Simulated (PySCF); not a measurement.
SnHMe2(NHMe), C₃H₁₁NSn.
Bonds: Sn1–C3, Sn1–C7, Sn1–N11, N11–C12. Hydrogens: H2 on Sn1; H4, H5, H6 on C3; H8, H9, H10 on C7; H13 on N11; H14, H15, H16 on C12.

Computed by this run: PBE0-D3(BJ)/def2-SVP geometry optimisation, gas phase, def2 core potentials past Kr (PySCF); density fitting, grid level 1; the optimiser is geomeTRIC in internal coordinates, started from a GFN2-xTB structure with every atom displaced at random (about 0.03 Å).

Step 1: E = -10602.4708 eV
```
atom  x, y, z in Å  |  force x, y, z in eV/Å
Sn1     0.0915    0.5621    0.4513   -0.043  -0.344   0.323
H2      0.1011    0.6102    2.1891    0.139  -0.049  -0.226
C3      2.0795    0.3973   -0.3819    0.345  -0.314   0.129
H4      2.7221    1.2396   -0.0964   -0.127   0.261   0.082
H5      2.0804    0.3404   -1.4801   -0.169  -0.028  -0.002
H6      2.5919   -0.4984    0.0095   -0.169  -0.034  -0.087
C7     -0.9229    2.2578   -0.3027   -0.110   0.347  -0.167
H8     -0.4468    3.1805    0.0608   -0.008   0.001  -0.060
H9     -1.9595    2.2352    0.0571   -0.073   0.017  -0.039
H10    -0.9160    2.2584   -1.4033   -0.029   0.050   0.048
N11    -1.1783   -1.0139    0.0328    0.400  -0.359   0.164
C12    -0.7608   -2.3722    0.3699   -0.286   0.504   0.043
H13    -1.5320   -0.9780   -0.9167   -0.078   0.053  -0.171
H14     0.0565   -2.7845   -0.2506    0.115  -0.070  -0.003
H15    -0.4337   -2.3876    1.4220    0.094  -0.102   0.005
H16    -1.6074   -3.0810    0.3056   -0.002   0.068  -0.039
```

Step 2: E = -10602.5080 eV
```
atom  x, y, z in Å  |  force x, y, z in eV/Å
Sn1     0.0895    0.5553    0.4615   -0.261   0.259  -0.001
H2      0.1394    0.5836    2.1833    0.067  -0.001  -0.020
C3      2.0686    0.3669   -0.3673    0.162  -0.175  -0.019
H4      2.6884    1.2250   -0.0779    0.000   0.125   0.036
H5      2.0375    0.3171   -1.4659   -0.059  -0.001   0.022
H6      2.5648   -0.5414    0.0105   -0.080   0.018  -0.032
C7     -0.9379    2.2967   -0.3126    0.155  -0.145  -0.027
H8     -0.4558    3.2183    0.0429    0.027  -0.003  -0.002
H9     -1.9763    2.2849    0.0418   -0.067  -0.015   0.011
H10    -0.9346    2.2996   -1.4146    0.012  -0.020   0.088
N11    -1.1537   -1.0208    0.0340    0.187  -0.227   0.039
C12    -0.7410   -2.3707    0.3715   -0.084   0.161   0.034
H13    -1.5052   -0.9790   -0.9173   -0.079   0.016  -0.098
H14     0.0873   -2.7887   -0.2414   -0.023   0.005   0.049
H15    -0.4150   -2.4059    1.4268    0.008  -0.024  -0.069
H16    -1.5905   -3.0748    0.2911    0.034   0.028  -0.011
```

Q: Estimate the geometry and energy of step 3. (The exact step hangs on the optimiser's Hessian estimate; all steps are aligned on step 2, rigid shifts and turns removed.)

A: E = -10602.5159 eV, largest force 0.126 eV/Å
```
atom  x, y, z in Å  |  force x, y, z in eV/Å
Sn1     0.0815    0.5628    0.4649   -0.093   0.040   0.019
H2      0.1567    0.5855    2.1807    0.025   0.001   0.054
C3      2.0598    0.3642   -0.3638    0.066   0.036  -0.015
H4      2.6705    1.2339   -0.0733   -0.012  -0.058  -0.022
H5      2.0088    0.3174   -1.4614    0.003   0.008   0.005
H6      2.5455   -0.5496    0.0077   -0.001   0.011   0.004
C7     -0.9313    2.2904   -0.3096   -0.006  -0.001  -0.016
H8     -0.4434    3.2110    0.0409   -0.002   0.003   0.000
H9     -1.9733    2.2834    0.0408    0.010   0.013  -0.011
H10    -0.9240    2.2861   -1.4096    0.005  -0.009   0.019
N11    -1.1448   -1.0213    0.0265    0.055  -0.019  -0.112
C12    -0.7368   -2.3635    0.3713   -0.017  -0.017   0.005
H13    -1.4995   -0.9781   -0.9275   -0.011  -0.007   0.070
H14     0.0979   -2.7862   -0.2300   -0.022   0.008   0.018
H15    -0.4167   -2.4041    1.4272   -0.014   0.012  -0.022
H16    -1.5855   -3.0657    0.2815    0.014  -0.022   0.003
```

The energy changes by -0.0079 eV. The first-order estimate −F·Δx gives -0.0153 eV and the mean of the old and new forces, exact on a quadratic surface, -0.0079 eV. The step makes an angle of 68° with the force vector and moves no atom by more than 0.029 Å.

What follows is the cost of the whole optimisation. On an Arm Neoverse V1 with one thread, shared host with 64 logical CPUs at a one-minute load of 32, this took 64 s of wall time and 0.51 GiB of memory at its peak.
